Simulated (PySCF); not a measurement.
Species: C6H9O2 (doublet state).
Z-matrix (Å and degrees, GFN2-xTB geometry), rows numbered from 1:
```
C 
C   1  1.5074
O   2  1.2030  1  124.85
O   2  1.3344  1  110.77  3   179.21
C   4  1.4360  2  118.31  1  -178.29
C   5  1.4791  4  114.94  2   138.70
C   6  1.4846  5   93.90  4   121.35
C   7  1.5413  6   88.31  5    -4.37
H   1  1.0884  2  108.44  3   -77.39
H   1  1.0851  2  110.37  3   162.87
H   1  1.0863  2  109.49  3    40.54
H   5  1.1000  4  106.94  2     7.67
H   6  1.0707  5  130.88  4   -39.62
H   7  1.0939  6  115.54  5  -122.31
H   7  1.0935  6  114.92  5   111.67
H   8  1.0868  5  115.08  4   120.28
H   8  1.0865  5  111.90  4    -6.05
```

The hyperfine couplings belong to this conformer and change with its torsions.

The species is `CC(=O)O[C@H]1[CH]CC1` [radical].

The calculation used UKS B3LYP, pcH-1 on C H O, non-relativistic, mean-field spin-orbit, GIAO in PySCF 2.14.0. Isolated species at its GFN2-xTB geometry (one conformer only). A GFN2-xTB geometry isn't a minimum of the functional, and hyperfine couplings can be far from their values at a DFT geometry. Stability of the SCF solution: not tested.

(1) Predict the first-order ENDOR lines of H15, H14, H12, H13, H17 and H16 under fast tumbling at B = 1219.9 mT (Q band).

(2) Which pairs are centred on the nuclear Larmor frequency, and which on half the coupling?

(3) At what field would the lower line of H12 fall to zero frequency?

## Answers

(1) For S = 1/2 in fast tumbling each set of equivalent nuclei gives two lines, ν± = |νn ± a/2| to first order, with νn = g_N μN B/h and μN/h = 7.62259 MHz/T.

| nuclei | isotope | g_N | νn (MHz) | a_iso (MHz) | lower line (MHz) | upper line (MHz) |
| --- | --- | --- | --- | --- | --- | --- |
| H15 | 1H | 5.5857 | 51.94 | 116.38 | 6.25 | 110.13 |
| H14 | 1H | 5.5857 | 51.94 | 112.02 | 4.07 | 107.95 |
| H12 | 1H | 5.5857 | 51.94 | 105.44 | 0.78 | 104.66 |
| H13 | 1H | 5.5857 | 51.94 | -61.03 | 21.43 | 82.46 |
| H17 | 1H | 5.5857 | 51.94 | -5.62 | 49.13 | 54.75 |
| H16 | 1H | 5.5857 | 51.94 | 2.19 | 50.85 | 53.04 |

(2) Centred on νn, since |a| < 2νn: H13, H17 and H16. Centred on |a|/2 and split by 2νn: H15, H14 and H12.

(3) Where νn = |a|/2, that is B = 52.72 MHz/(5.5857 × 7.62259 MHz/T) = 1240 mT, as far as first order holds there.

The Mulliken spin populations are largest on C6 (+1.00) and C7 (-0.09). No atom but C6 exceeds +0.15. The positive populations add up to 1.18 and the negative ones to -0.18, together 2S = 1. The angles at C6 add up to 356.7°, so it is nearly planar; its axial dipolar tensor and the negative coupling of its proton fit spin in a p orbital normal to that plane.
